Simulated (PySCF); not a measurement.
Vertical excitations of a molecule CH3ClF2Si from TDA-M06-2X/def2-SVPD in PySCF, as energy in eV (oscillator strength): 8.84 (0.141), 8.95 (0.048), 9.46 (0.048), 9.62 (0.007), 9.91 (0.095), 9.96 (0.005), 10.04 (0.016), 10.30 (0.000), 10.41 (0.001), 10.42 (0.011). Lowest triplet (TDA): 8.43 eV. Geometry: PBE0-D3(BJ)/def2-SVP. Other conformers were not sampled.

**Question.** Which molecule gave these data?
A) C[Si](F)(F)Cl
B) FC(F)[SiH2]Cl
C) FC[Si@@H](F)Cl

**Answer.** A, C[Si](F)(F)Cl
